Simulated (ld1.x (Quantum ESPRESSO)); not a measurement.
**PBE TM dataset for tungsten (W), scalar-relativistic all-electron reference.**

ld1.x (Quantum ESPRESSO) 7.5 input, shortened:

```
&input
   title='W', zed=74., rel=1, dft='PBE', iswitch=3,
   config='[Xe] 4f14 5d3 5f-2 6s0 6p0'
 /
 &inputp
   pseudotype=2, tm=.true., lloc=1,
   nlcc=.true., new_core_ps=.true., rcore=0.80
 /
4
5S  1  0   2.00   0.00  1.55  1.55  0.0
5D  3  2   3.00   0.00  2.05  2.05  0.0
5F  4  3  -2.00   0.05  1.95  1.95  0.0
5P  2  1   6.00   0.00  1.50  1.50  0.0
 &test
   configts(1)='5s2 5p6 5d3 6s0 6p0'
 /
```

All-electron outer shells of the reference configuration (PBE, scalar-relativistic, ld1.x):

| shell | level (eV) | outermost node (bohr) | outermost maximum (bohr) |
| --- | --- | --- | --- |
| 5s | -107.96 | 0.53 | 0.96 |
| 5p | -71.83 | 0.57 | 1.09 |
| 4f | -62.26 | – | 0.43 |
| 5d | -31.11 | 0.63 | 1.43 |
| 6s | -28.33 | 1.26 | 2.36 |
| 6p | -20.82 | 1.48 | 2.88 |

Calculated quality:

```json
{
  "Cutoffs needed": "80 Ry and 110 Ry (the cutoffs (Ry, on a coarse ladder) from which the occupation-weighted sum of valence levels, in a spherical-Bessel basis at the reference potential, stays within 10 and 1 mRy of its value at 400 Ry)",
  "Ghost test": "no extra level below or beside the all-electron valence levels (s, d, f, p tested) (spherical-Bessel basis up to 400 Ry, 20 bohr box)",
  "Largest excitation error": "+4537 meV (all-electron minus pseudo) for 5s1 5p6 5d4 6s2 6p0, out of 7 test configurations"
}
```

Generation and tests took about 1.6 s on one core of a shared server CPU.
